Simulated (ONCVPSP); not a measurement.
# germanium (Ge): ONCV pseudisation with PBEsol, scalar-relativistic reference atom.

* Element: Ge
* Generator: ONCVPSP 4.0.1
* Type: optimised norm-conserving Vanderbilt (ONCV)
* Functional: PBEsol
* Relativity: scalar-relativistic
* Frozen core: [Ne]
* Valence charge: 22
* Reference configuration: 3s2 3p6 3d10 4s2 4p0.5 (charge +1.5)
* Partial waves: 3s+4s: rc 0.95 bohr, ncon 4, nbas 7, qcut 11.9 1/bohr, 2 projectors; 3p+4p: rc 1.25 bohr, ncon 4, nbas 8, qcut 10.5 1/bohr, 2 projectors; 3d: rc 0.95 bohr, ncon 4, nbas 9, qcut 13.2 1/bohr, 1 projector
* Local potential: polynomial inside 0.65 bohr (lpopt 5, dvloc0 2 Ha)
* Core correction: Teter function, fcfact 2.75, rcfact 1.2

All-electron outer shells of the reference configuration (PBEsol, scalar-relativistic, ld1.x):

```json
{"shell": "2s", "level (eV)": "-1384.97", "outermost node (bohr)": "0.06", "outermost maximum (bohr)": "0.18"}
{"shell": "2p", "level (eV)": "-1212.43", "outermost node (bohr)": "–", "outermost maximum (bohr)": "0.14"}
{"shell": "3s", "level (eV)": "-182.43", "outermost node (bohr)": "0.26", "outermost maximum (bohr)": "0.54"}
{"shell": "3p", "level (eV)": "-129.74", "outermost node (bohr)": "0.23", "outermost maximum (bohr)": "0.54"}
{"shell": "3d", "level (eV)": "-43.58", "outermost node (bohr)": "–", "outermost maximum (bohr)": "0.50"}
{"shell": "4s", "level (eV)": "-24.47", "outermost node (bohr)": "0.77", "outermost maximum (bohr)": "1.69"}
{"shell": "4p", "level (eV)": "-15.41", "outermost node (bohr)": "0.82", "outermost maximum (bohr)": "2.03"}
```

Results:

```
Cutoffs needed             : 94 Ha and 326 Ha (the cutoffs (Ha) at which the residual kinetic energy of the hardest occupied pseudo-wave falls to 1 and 0.1 mHa per electron)
Ghost test                 : no bound ghost flagged; no localised positive-energy state flagged
Largest excitation error   : -9.9 meV (all-electron minus pseudo) for 3s2 3p6 3d10 4s0 4p0, out of 4 test configurations
rms error of d²Exc/dni dnj : 1.92 mHa without and 1.21 mHa with the model core
```

Generation and tests took about 6 s on one core of a shared server CPU.
